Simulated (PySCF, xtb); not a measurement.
CHBClNO, SMILES O=C=NBCl.

Coordinates come from a ωB97X-D3(BJ)/def2-SVP optimisation. The values are those of a single conformer.

Computed with C-PCM-M06-2X/def2-SVP (PySCF).

The values are the electrostatic part of the solvation free energy, E(continuum) − E(gas) at the gas-phase geometry, in a cavity of scaled van der Waals radii (PySCF's table); cavitation and dispersion terms are not included. In vacuum the orbital gap is 9.35 eV. The dipole moment in vacuum is 0.81 D.

Problem. Estimate the values in water (ε = 78.36), dimethylsulfoxide (ε = 46.83), tetrahydrofuran (ε = 7.43). (The exact figures need the calculation; the answer reports its results.)

Solution. 
```tsv
solvent	ε	ΔG(elec) (kcal/mol)	dipole (D)	gap (eV)
water	78.36	-1.8	1.02	9.39
dimethylsulfoxide	46.83	-1.8	1.02	9.39
tetrahydrofuran	7.43	-1.6	0.99	9.39
```

For comparison, GFN2-xTB/ALPB(water) (xtb, at the GFN2-xTB geometry, all terms of that model) gives -0.9 kcal/mol.
